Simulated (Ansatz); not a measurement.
Start from `CO[Si](F)(F)S` and change one atom or group to get `CO[Si](F)(F)S[Si](Cl)(Cl)OC`.

Ansatz, PBE0-D4/def2-TZVP geometries, multiplicity 1. Each molecule was computed in one conformer, which needn't be the lowest.

```
                                        property  `CO[Si](F)(F)S`
size of the dipole moment (B3LYP/def2-TZVPP) / D             2.22
           LUMO energy (ωB97M-V/def2-TZVPP) / eV             2.06
             LUMO energy (B3LYP/def2-TZVPP) / eV            -0.07
           HOMO–LUMO gap (B3LYP/def2-TZVPP) / eV             7.74
             HOMO–LUMO gap (PBE/def2-TZVPP) / eV             6.06
  size of the dipole moment (PBE/def2-TZVPP) / D             2.16
```

Task: What does the change do to each property? (Estimate.)

Result: Computed: 
| property | `CO[Si](F)(F)S[Si](Cl)(Cl)OC` | shift |
| --- | --- | --- |
| size of the dipole moment (B3LYP/def2-TZVPP) / D | 1.97 | -0.25 |
| LUMO energy (ωB97M-V/def2-TZVPP) / eV | 1.88 | -0.18 |
| LUMO energy (B3LYP/def2-TZVPP) / eV | -0.33 | -0.26 |
| HOMO–LUMO gap (B3LYP/def2-TZVPP) / eV | 7.59 | -0.15 |
| HOMO–LUMO gap (PBE/def2-TZVPP) / eV | 5.81 | -0.25 |
| size of the dipole moment (PBE/def2-TZVPP) / D | 1.94 | -0.22 |

With PBE0 the HOMO falls by 0.12 eV and the LUMO falls by 0.36 eV, so the gap narrows by about 0.24 eV. PBE moves the HOMO by -0.11 eV and ωB97M-V by -0.07 eV. Dipoles are sizes alone; their direction can turn.

B3LYP here is the variant with VWN-RPA as its local correlation; programs differ in this.
